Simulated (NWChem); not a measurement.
System: C2H8BP; SMILES CB(P)C

NWChem input:

```
start job
memory heap 200 mb stack 900 mb global 1100 mb
geometry units angstroms noautosym nocenter noautoz
  B      0.002464    -0.440477    -0.016396
  C      1.358364    -1.237108    -0.005698
  H      1.297097    -2.134847    -0.643859
  H      1.507829    -1.619060     1.022241
  H      2.256421    -0.664693    -0.278963
  C     -1.368848    -1.206663     0.056460
  H     -1.608314    -1.505175    -0.982952
  H     -2.222274    -0.613681     0.417094
  H     -1.306927    -2.144045     0.633069
  P      0.022950     1.464309     0.067563
  H     -1.126909     1.797870    -0.700989
  H      1.013078     1.783360    -0.902576
end
basis spherical
  * library 6-31g*
end
dft
  xc b3lyp
  iterations 150
end
property
  response 1 0.0773
end
task dft property
```

NWChem printed, in part:

```
             Northwest Computational Chemistry Package (NWChem) 7.3.0
             --------------------------------------------------------

                             Geometry "geometry" -> ""
                             -------------------------

 Output coordinates in angstroms (scale by  1.889725989 to convert to a.u.)

  No.       Tag          Charge          X              Y              Z
 ---- ---------------- ---------- -------------- -------------- --------------
    1 B                    5.0000     0.00246400    -0.44047700    -0.01639600
    2 C                    6.0000     1.35836400    -1.23710800    -0.00569800
    3 H                    1.0000     1.29709700    -2.13484700    -0.64385900
    4 H                    1.0000     1.50782900    -1.61906000     1.02224100
    5 H                    1.0000     2.25642100    -0.66469300    -0.27896300
    6 C                    6.0000    -1.36884800    -1.20666300     0.05646000
    7 H                    1.0000    -1.60831400    -1.50517500    -0.98295200
    8 H                    1.0000    -2.22227400    -0.61368100     0.41709400
    9 H                    1.0000    -1.30692700    -2.14404500     0.63306900
   10 P                   15.0000     0.02295000     1.46430900     0.06756300
   11 H                    1.0000    -1.12690900     1.79787000    -0.70098900
   12 H                    1.0000     1.01307800     1.78336000    -0.90257600

 Effective nuclear repulsion energy (a.u.)     145.4983804329

                              NWChem Property Module
                              ----------------------

                                 NWChem DFT Module
                                 -----------------

 Summary of "ao basis" -> "ao basis" (spherical)
 ------------------------------------------------------------------------------
       Tag                 Description            Shells   Functions and Types
 ---------------- ------------------------------  ------  ---------------------
 B                           6-31g*                  6       14   3s2p1d
 C                           6-31g*                  6       14   3s2p1d
 H                           6-31g*                  2        2   2s
 P                           6-31g*                  8       18   4s3p1d

            General Information
            -------------------
          SCF calculation type: DFT
          Wavefunction type:  closed shell.
          No. of atoms     :    12
          No. of electrons :    40
           Alpha electrons :    20
            Beta electrons :    20
          Charge           :     0
          Spin multiplicity:     1
          Use of symmetry is: off; symmetry adaption is: off
          Maximum number of iterations: 150
          AO basis - number of functions:    76
                     number of shells:    42
          Convergence on energy requested:  1.00D-06
          Convergence on density requested:  1.00D-05
          Convergence on gradient requested:  5.00D-04

              XC Information
              --------------
                         B3LYP Method XC Potential
                     Hartree-Fock (Exact) Exchange  0.200
                        Slater Exchange Functional  0.800 local
                    Becke 1988 Exchange Functional  0.720 non-local
              Lee-Yang-Parr Correlation Functional  0.810
                  VWN I RPA Correlation Functional  0.190 local

             Grid Information
             ----------------
          Grid used for XC integration:  medium
          Radial quadrature: Mura-Knowles
          Angular quadrature: Lebedev.
          Tag              B.-S. Rad. Rad. Pts. Rad. Cut. Ang. Pts.
          ---              ---------- --------- --------- ---------
          B                   0.85       49           8.0       434
          C                   0.70       49          10.0       434
          H                   0.35       45          11.0       434
          P                   1.00       88          10.0       590
          Grid pruning is: on
          Number of quadrature shells:   595
          Spatial weights used:  Erf1

      Superposition of Atomic Density Guess
      -------------------------------------

 Sum of atomic energies:        -444.46258397

      Non-variational initial energy
      ------------------------------

 Total energy =    -446.646830
 1-e energy   =    -897.434534
 2-e energy   =     305.289324
 HOMO         =      -0.271695
 LUMO         =       0.012630

   convergence    iter        energy       DeltaE   RMS-Dens  Diis-err
 ---------------- ----- ----------------- --------- --------- ---------
 d= 0,ls=0.0,diis     1   -447.1927841797 -5.93D+02  7.82D-03  3.17D-01
 d= 0,ls=0.0,diis     2   -447.2317799422 -3.90D-02  3.08D-03  4.02D-02
 d= 0,ls=0.0,diis     3   -447.2351590724 -3.38D-03  1.23D-03  1.70D-02
 d= 0,ls=0.0,diis     4   -447.2375008015 -2.34D-03  1.99D-04  1.33D-04
 d= 0,ls=0.0,diis     5   -447.2375209850 -2.02D-05  5.51D-05  8.56D-06
  Resetting Diis
 d= 0,ls=0.0,diis     6   -447.2375224852 -1.50D-06  1.18D-05  5.75D-07
 d= 0,ls=0.0,diis     7   -447.2375225785 -9.33D-08  5.41D-06  3.69D-08

         Total DFT energy =     -447.237522578518
      One electron energy =     -901.651910082827
           Coulomb energy =      350.107411771005
    Exchange-Corr. energy =      -41.191404699550
 Nuclear repulsion energy =      145.498380432854

 Numeric. integr. density =       40.000032470985

                       DFT Final Molecular Orbital Analysis
                       ------------------------------------

 Vector   18  Occ=2.000000D+00  E=-3.179289D-01
              MO Center= -2.3D-02, -7.5D-01, -3.1D-02, r^2= 3.0D+00
   Bfn.  Coefficient  Atom+Function         Bfn.  Coefficient  Atom+Function
  ----- ------------  ---------------      ----- ------------  ---------------
     3      0.359269   1 B  px               37     -0.316591   6 C  px
    17     -0.304334   2 C  px               41     -0.166284   6 C  px
    21     -0.152365   2 C  px               34     -0.129392   5 H  s
    52      0.118987   8 H  s                33     -0.111078   5 H  s
     7      0.108754   1 B  px               18      0.108764   2 C  py

 Vector   19  Occ=2.000000D+00  E=-3.118468D-01
              MO Center=  1.1D-02,  2.5D-01, -1.4D-02, r^2= 3.6D+00
   Bfn.  Coefficient  Atom+Function         Bfn.  Coefficient  Atom+Function
  ----- ------------  ---------------      ----- ------------  ---------------
    63      0.290866  10 P  pz               62     -0.280941  10 P  py
     4      0.266136   1 B  py               60      0.228561  10 P  s
    18     -0.182314   2 C  py               38     -0.166702   6 C  py
    74     -0.149111  11 H  s                76     -0.144640  12 H  s
    64      0.130565  10 P  s                67      0.125603  10 P  pz

 Vector   20  Occ=2.000000D+00  E=-2.442565D-01
              MO Center=  3.7D-02,  1.2D+00,  2.2D-01, r^2= 2.7D+00
   Bfn.  Coefficient  Atom+Function         Bfn.  Coefficient  Atom+Function
  ----- ------------  ---------------      ----- ------------  ---------------
    63      0.403667  10 P  pz               62      0.361522  10 P  py
    67      0.282495  10 P  pz               66      0.222904  10 P  py
     4     -0.214075   1 B  py               60      0.205024  10 P  s
    59     -0.158146  10 P  pz               64      0.143362  10 P  s
    58     -0.140007  10 P  py               54     -0.096345   9 H  s

 Vector   21  Occ=0.000000D+00  E=-2.720452D-02
              MO Center=  1.0D-02, -1.6D-01, -5.3D-02, r^2= 3.2D+00
   Bfn.  Coefficient  Atom+Function         Bfn.  Coefficient  Atom+Function
  ----- ------------  ---------------      ----- ------------  ---------------
     9      0.590353   1 B  pz                5      0.475864   1 B  pz
    64     -0.326442  10 P  s                76      0.302304  12 H  s
    74      0.298912  11 H  s                50      0.251597   7 H  s
    32     -0.243926   4 H  s                30      0.198374   3 H  s
    66     -0.189123  10 P  py               54     -0.153934   9 H  s

 Vector   22  Occ=0.000000D+00  E= 4.746446D-02
              MO Center=  1.6D-02,  1.3D+00,  7.7D-02, r^2= 3.6D+00
   Bfn.  Coefficient  Atom+Function         Bfn.  Coefficient  Atom+Function
  ----- ------------  ---------------      ----- ------------  ---------------
    65      1.099790  10 P  px               76     -0.943104  12 H  s
    74      0.903370  11 H  s                61      0.422833  10 P  px
    40      0.340615   6 C  s                30      0.254139   3 H  s
    20     -0.230004   2 C  s                50     -0.157415   7 H  s
    75     -0.153780  12 H  s                73      0.150391  11 H  s

 Vector   23  Occ=0.000000D+00  E= 6.612799D-02
              MO Center=  1.2D-02,  8.8D-01,  8.3D-02, r^2= 5.3D+00
   Bfn.  Coefficient  Atom+Function         Bfn.  Coefficient  Atom+Function
  ----- ------------  ---------------      ----- ------------  ---------------
    66      1.059594  10 P  py                6      0.834702   1 B  s
    20      0.686650   2 C  s                74     -0.643434  11 H  s
    40      0.603203   6 C  s                 8      0.593409   1 B  py
    67     -0.595179  10 P  pz               76     -0.552106  12 H  s
    52     -0.487921   8 H  s                34     -0.428184   5 H  s

     Multipole analysis of the density
     ---------------------------------

     L   x y z        total         alpha         beta         nuclear
     -   - - -        -----         -----         ----         -------
     0   0 0 0     -0.000000    -20.000000    -20.000000     40.000000

     1   1 0 0     -0.040310     -0.118106     -0.118106      0.195902
     1   0 1 0     -0.449064     -0.223920     -0.223920     -0.001223
     1   0 0 1     -0.317820      0.030911      0.030911     -0.379642

     2   2 0 0    -25.153744    -89.173070    -89.173070    153.192395
     2   1 1 0     -0.173049     -0.057162     -0.057162     -0.058725
     2   1 0 1      0.062674      1.295745      1.295745     -2.528816
     2   0 2 0    -26.738705   -142.507040   -142.507040    258.275376
     2   0 1 1     -1.503734      2.721267      2.721267     -6.946269
     2   0 0 2    -25.889133    -20.932065    -20.932065     15.974998

 *** CALLING NEW AORESP DRIVER FOR CLOSED AND OPEN SHELLS ***
 Entering AOResponse driver routine

--------------------------------------------------------------------------------

          -----------------------------------------------
          Solving response equations for perturbing field
          -----------------------------------------------

 number of frequencies:     1
 frequency in a.u.:  0.7730000E-01
 Perturbing field: electric
 Using El. Dipole Length Gauge

 Setting up CPKS with frequency omega =      0.07730000 a.u.

                            NWChem Dynamic CPHF Module
                            --------------------------

    scftype = RHF
    nclosed =   20
      nopen =    0
  variables =     2240
  num. vecs =        3
  tolerance =   1.0D-04
  max. iter =   50

 SCF residual:    3.2429825813851842E-004

Iterative solution of linear equations
  No. of variables     2240
  No. of equations        3
  Maximum subspace       30
       Convergence  1.0D-04

   iter   nsub   residual    time
   ----  ------  --------  ---------
     1      3    3.65D+00      11.6
     2      6    1.36D+00      15.9
     3      9    2.76D-01      20.2
     4     12    4.47D-02      24.4
     5     15    3.15D-02      28.6
     6     18    4.50D-03      32.9
     7     21    2.54D-04      37.2
     8     24    8.09D-05      41.5

 Electric Dipole Response Matrix (nonzero elements):

              1        2        3
    1   58.4543   0.1360  -0.3413
    2    0.1359  74.6743  -0.2973
    3   -0.3413  -0.2973  43.7128

 ------------------------------------------
 average:        58.94712 + I       0.00000

 DFT Linear Response polarizability / au
 Frequency  =       0.0773000 / au
 Wavelength =     589.4353558 / nm
              X              Y              Z
 -----------------------------------------------
 X      58.4542595      0.1359831     -0.3412725
 Y       0.1359402     74.6742647     -0.2972561
 Z      -0.3412751     -0.2972686     43.7128477
 -----------------------------------------------
 Eigenvalues =      58.4608982     74.6783139     43.7021598
 Isotropic   =      58.9471240
 Anisotropic =      26.8360490
 -----------------------------------------------

 Magnetic Dipole Response Matrix (nonzero elements):
```

Level: B3LYP/6-31G* (spherical d). The geometry was optimised at PBE0/def2-SVP.
